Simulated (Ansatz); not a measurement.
Steps of a relaxation of AlClH5NSi, SMILES `[SiH3][NH][AlH][Cl]` with RKS PBE-D4/def2-SVP.

```sh
$ ansatz run in.yaml --threads 2 --pin off --events-out ev --progress --plain --max-ram 4352MiB
```

```yaml
crystal:
  periodic: [false, false, false]
  atoms:
    - {symbol: Si, position_ang: [0.118900, 0.588800, -1.171000]}
    - {symbol: N, position_ang: [-0.119500, -0.972500, -0.409600]}
    - {symbol: Al, position_ang: [0.223600, -0.754200, 1.441200]}
    - {symbol: Cl, position_ang: [-0.856700, 0.673400, 2.663000]}
    - {symbol: H, position_ang: [-0.231900, 0.510900, -2.634200]}
    - {symbol: H, position_ang: [-0.859800, 1.612600, -0.573900]}
    - {symbol: H, position_ang: [1.480600, 1.109900, -1.018400]}
    - {symbol: H, position_ang: [-1.084500, -1.216000, -0.496300]}
    - {symbol: H, position_ang: [1.417900, -1.599100, 2.182100]}
basis:
  gaussian: {orbitals: def2-SVP}
hamiltonian: {xc: pbe, dispersion: d4}
relax: {f_tol: 0.03, max_steps: 200}
```

Positions (Å) and forces (eV/Å) along the path, 14 of 21 steps:

```xyz
9
step=1 energy=-28546.5343 eV
Si    0.119    0.589   -1.171   -1.514    0.532   -0.656
N    -0.119   -0.973   -0.410    1.712    0.528    1.902
Al    0.224   -0.754    1.441    0.285   -0.371   -0.125
Cl   -0.857    0.673    2.663    0.281   -0.501   -0.448
H    -0.232    0.511   -2.634    0.147   -0.024   -0.046
H    -0.860    1.613   -0.574    0.369   -0.046   -0.201
H     1.481    1.110   -1.018    0.713    0.029    0.234
H    -1.085   -1.216   -0.496   -1.485   -0.507   -0.357
H     1.418   -1.599    2.182   -0.506    0.360   -0.304
9
step=2 energy=-28546.7796 eV
Si    0.047    0.629   -1.216   -0.173    0.146    0.025
N    -0.114   -0.896   -0.329    0.011    0.342    0.814
Al    0.270   -0.799    1.495   -0.122    0.045   -0.672
Cl   -0.845    0.584    2.672    0.070   -0.140   -0.034
H    -0.204    0.479   -2.699   -0.021   -0.079    0.137
H    -0.850    1.737   -0.676    0.065   -0.135   -0.196
H     1.452    1.099   -1.013    0.223    0.026    0.038
H    -1.075   -1.245   -0.462   -0.035   -0.186   -0.073
H     1.409   -1.633    2.210   -0.018   -0.018   -0.039
9
step=5 energy=-28546.8946 eV
Si   -0.004    0.687   -1.191   -0.372   -0.324   -0.050
N    -0.362   -0.727   -0.191    0.350    0.473    0.092
Al    0.306   -0.750    1.502   -0.447   -0.404   -0.346
Cl   -0.549    0.589    2.894    0.087    0.144    0.095
H     0.076    0.267   -2.632    0.056    0.055   -0.064
H    -1.007    1.813   -1.092    0.029   -0.014   -0.015
H     1.330    1.237   -0.754    0.037   -0.036    0.114
H    -1.074   -1.364   -0.574    0.186    0.057    0.172
H     1.373   -1.797    2.022    0.073    0.050    0.003
9
step=7 energy=-28547.0139 eV
Si   -0.058    0.714   -1.206    0.037    0.186    0.012
N    -0.353   -0.673   -0.177   -0.170   -0.130    0.010
Al    0.260   -0.815    1.511    0.020    0.003    0.063
Cl   -0.181    0.739    2.889    0.068   -0.019   -0.087
H     0.262    0.292   -2.620   -0.007   -0.005    0.062
H    -1.186    1.720   -1.272    0.023   -0.067   -0.023
H     1.145    1.409   -0.605   -0.090   -0.013   -0.071
H    -0.953   -1.413   -0.569    0.205    0.088    0.031
H     1.153   -2.018    2.031   -0.087   -0.042    0.002
9
step=9 energy=-28547.0894 eV
Si   -0.096    0.758   -1.200    0.005    0.093    0.096
N    -0.299   -0.650   -0.169    0.593    1.142    0.855
Al    0.240   -0.843    1.538    0.169   -0.422   -0.002
Cl    0.106    0.837    2.802    0.058    0.147    0.079
H     0.295    0.322   -2.582    0.021   -0.030   -0.094
H    -1.315    1.641   -1.329    0.002   -0.054    0.018
H     1.020    1.583   -0.607   -0.085   -0.016   -0.034
H    -0.701   -1.461   -0.581   -0.520   -1.178   -0.788
H     0.839   -2.232    2.111   -0.243    0.318   -0.130
9
step=11 energy=-28547.1962 eV
Si   -0.133    0.779   -1.186    0.102    0.109    0.087
N    -0.224   -0.656   -0.165    0.076    0.141    0.175
Al    0.217   -0.870    1.565    0.065   -0.035   -0.058
Cl    0.467    0.894    2.707    0.005   -0.034    0.003
H     0.356    0.392   -2.557   -0.019   -0.025   -0.005
H    -1.442    1.513   -1.357    0.008   -0.073    0.018
H     0.857    1.726   -0.557   -0.082   -0.023   -0.047
H    -0.475   -1.512   -0.663   -0.067   -0.174   -0.140
H     0.466   -2.312    2.196   -0.086    0.112   -0.033
9
step=12 energy=-28547.1743 eV rejected
Si   -0.093    0.791   -1.169   -0.453   -0.305   -0.355
N    -0.112   -0.674   -0.196    0.027    0.006    0.090
Al    0.304   -0.865    1.532   -0.270   -0.237    0.141
Cl    0.562    0.891    2.676    0.126    0.054    0.019
H     0.404    0.426   -2.544    0.007    0.130   -0.038
H    -1.492    1.351   -1.303    0.097    0.076   -0.072
H     0.782    1.824   -0.560    0.189    0.107    0.173
H    -0.534   -1.489   -0.664    0.182    0.115    0.038
H     0.267   -2.301    2.212    0.093    0.054    0.004
9
step=14 energy=-28547.2159 eV
Si   -0.135    0.786   -1.191    0.013    0.018    0.004
N    -0.162   -0.650   -0.170    0.005    0.003    0.013
Al    0.239   -0.869    1.563    0.010    0.007    0.009
Cl    0.656    0.863    2.706    0.008   -0.019   -0.015
H     0.418    0.437   -2.550   -0.001    0.001    0.010
H    -1.501    1.394   -1.402    0.001   -0.018   -0.001
H     0.745    1.809   -0.533   -0.016    0.000   -0.005
H    -0.453   -1.504   -0.663   -0.002   -0.005   -0.011
H     0.281   -2.311    2.222   -0.017    0.012   -0.003
9
step=15 energy=-28547.2193 eV
Si   -0.142    0.790   -1.192   -0.020    0.026   -0.039
N    -0.138   -0.646   -0.171   -0.029   -0.045   -0.002
Al    0.246   -0.870    1.565    0.029    0.016    0.057
Cl    0.803    0.844    2.686   -0.022   -0.091   -0.044
H     0.483    0.473   -2.529   -0.020    0.026    0.037
H    -1.538    1.312   -1.455    0.078   -0.022    0.002
H     0.654    1.861   -0.499   -0.040   -0.043   -0.018
H    -0.450   -1.499   -0.657    0.018    0.058    0.023
H     0.170   -2.310    2.234    0.006    0.073   -0.015
9
step=16 energy=-28547.2205 eV
Si   -0.145    0.789   -1.195   -0.023    0.031   -0.020
N    -0.144   -0.646   -0.171    0.004   -0.022   -0.008
Al    0.259   -0.871    1.561   -0.024    0.011    0.071
Cl    0.832    0.829    2.689   -0.004   -0.054   -0.046
H     0.498    0.483   -2.525    0.000    0.012    0.027
H    -1.539    1.300   -1.478    0.044   -0.022    0.004
H     0.628    1.867   -0.488   -0.020   -0.036   -0.013
H    -0.455   -1.498   -0.656    0.003    0.037    0.018
H     0.154   -2.301    2.245    0.021    0.044   -0.033
9
step=17 energy=-28547.2219 eV
Si   -0.145    0.789   -1.195   -0.045   -0.002   -0.015
N    -0.148   -0.646   -0.172    0.005    0.025    0.011
Al    0.253   -0.867    1.561    0.008   -0.055    0.036
Cl    0.885    0.814    2.678    0.003    0.017   -0.010
H     0.530    0.500   -2.511    0.018    0.007    0.005
H    -1.541    1.271   -1.507    0.009   -0.001   -0.008
H     0.588    1.878   -0.469    0.007   -0.014    0.005
H    -0.473   -1.494   -0.653   -0.004    0.001    0.005
H     0.140   -2.291    2.252    0.000    0.023   -0.028
9
step=18 energy=-28547.2237 eV
Si   -0.153    0.788   -1.193   -0.002    0.002   -0.019
N    -0.164   -0.644   -0.168   -0.001    0.043    0.002
Al    0.264   -0.867    1.558   -0.007   -0.050    0.003
Cl    0.970    0.802    2.648    0.010    0.024    0.012
H     0.596    0.527   -2.478   -0.011    0.010    0.020
H    -1.549    1.227   -1.567    0.025   -0.002   -0.007
H     0.521    1.891   -0.430   -0.010   -0.011   -0.008
H    -0.511   -1.487   -0.642   -0.009   -0.024    0.004
H     0.115   -2.283    2.254    0.006    0.007   -0.006
9
step=20 energy=-28547.2249 eV
Si   -0.158    0.788   -1.193    0.002    0.025   -0.027
N    -0.193   -0.638   -0.159    0.002    0.026   -0.007
Al    0.274   -0.870    1.556    0.002    0.000    0.006
Cl    1.040    0.787    2.628   -0.006   -0.012   -0.007
H     0.656    0.545   -2.441   -0.017    0.005    0.032
H    -1.544    1.196   -1.636    0.030   -0.010    0.008
H     0.458    1.907   -0.401   -0.015   -0.026   -0.017
H    -0.559   -1.478   -0.627   -0.002   -0.007    0.013
H     0.115   -2.283    2.255    0.003    0.000   -0.001
9
step=21 energy=-28547.2252 eV
Si   -0.159    0.789   -1.194    0.000    0.001   -0.002
N    -0.201   -0.634   -0.156    0.000    0.011   -0.003
Al    0.276   -0.870    1.555    0.002    0.001    0.005
Cl    1.048    0.782    2.628   -0.002   -0.006   -0.005
H     0.667    0.545   -2.432   -0.003    0.003    0.003
H    -1.540    1.191   -1.650    0.005   -0.002   -0.002
H     0.446    1.909   -0.400   -0.002   -0.004   -0.003
H    -0.573   -1.473   -0.621    0.001   -0.002    0.010
H     0.123   -2.285    2.253    0.000   -0.002   -0.003
```

It took 45 s on 2 threads of an Arm Neoverse V1 on a shared host, with 0.15 GiB of host memory at the peak.
